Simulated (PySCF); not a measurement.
B(OH)(OMe)2 (C2H7BO3), SMILES COB(O)OC. Atoms are numbered in the order given.

```xyz
13

B     -0.1363     0.1461     0.3776
O     -0.0679     0.1183     1.7394
H     -0.6945     0.7388     2.1243
O      0.6670    -0.6563    -0.3705
C      1.5670    -1.5385     0.2460
H      1.0440    -2.2939     0.8558
H      2.1365    -2.0554    -0.5398
H      2.2746    -1.0067     0.9032
O     -1.0226     0.9839    -0.2306
C     -1.1112     1.0519    -1.6292
H     -1.0174     0.0579    -2.0944
H     -2.0876     1.4824    -1.8958
H     -0.3216     1.6988    -2.0480
```
Charge 0, spin multiplicity 1.

Geometry optimised at PBE0-D3(BJ)/def2-SVP. The values are those of a single conformer.

Level of theory: PySCF with PBE0/pcSseg-1.

GIAO shieldings, no solvent; atoms listed in one row are averaged. δ = σ(ref) − σ: ¹¹B against BF3 (σ = 88.8 ppm); ¹⁷O against H2O (σ = 334.2 ppm); ¹H against TMS (σ = 31.56 ppm); ¹³C against TMS (σ = 186.3 ppm), references at their B3LYP-D3(BJ)/def2-TZVP geometries, non-relativistic.

```csv
nucleus,atoms,count,δ (ppm)
¹¹B,B1,1,6.2
¹⁷O,O2,1,83.2
¹⁷O,O9,1,59.4
¹⁷O,O4,1,58.3
¹H,"H6, H7, H8",3,3.90
¹H,"H11, H12, H13",3,3.78
¹H,H3,1,3.10
¹³C,"C5, C10",2,54.2
```
